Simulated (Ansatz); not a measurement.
System: diaminoborinic acid, sum formula H₅BN₂O, net charge 0, singlet state. SMILES: NB(N)O
Structure (B3LYP-D3(BJ)/def2-TZVP (Ansatz, a program for electronic structure) minimum search):
```
B
O 1 1.3876
H 2 0.9591 1 114.34
N 1 1.4179 2 116.31 3 -180.00
H 4 1.0026 1 124.43 2 -180.00
H 4 1.0039 5 114.43 1 -180.00
N 1 1.4254 2 121.90 3 0.00
H 7 1.0036 1 123.69 2 0.00
H 7 1.0039 8 113.21 1 -180.00
```

Atomisation energy built up term by term with Ansatz (kcal/mol; UHF references for open shells; valence terms freeze the core; atomic spin-orbit terms are left out). CBS marks a two-point X^-3 extrapolation of the correlation energy; Hartree-Fock from the larger set.

| term | basis | kcal/mol |
|---|---|---|
| Hartree-Fock | aug-cc-pVQZ | [?] |
| CCSD correlation | CBS(aug-cc-pVTZ,aug-cc-pVQZ) | 237.09 |
| (T) | CBS(aug-cc-pVTZ,aug-cc-pVQZ) | [?] |
| core correlation | cc-pwCVTZ | 3.48 |
| scalar relativity (X2C) | cc-pVTZ-DK against cc-pVTZ | -0.96 |
| sum: De |  | [?] |

Question: Complete the blanks.

Answer: 
- Hartree-Fock, kcal/mol: 595.00
- (T), kcal/mol: 14.39
- sum: De, kcal/mol: 849.0
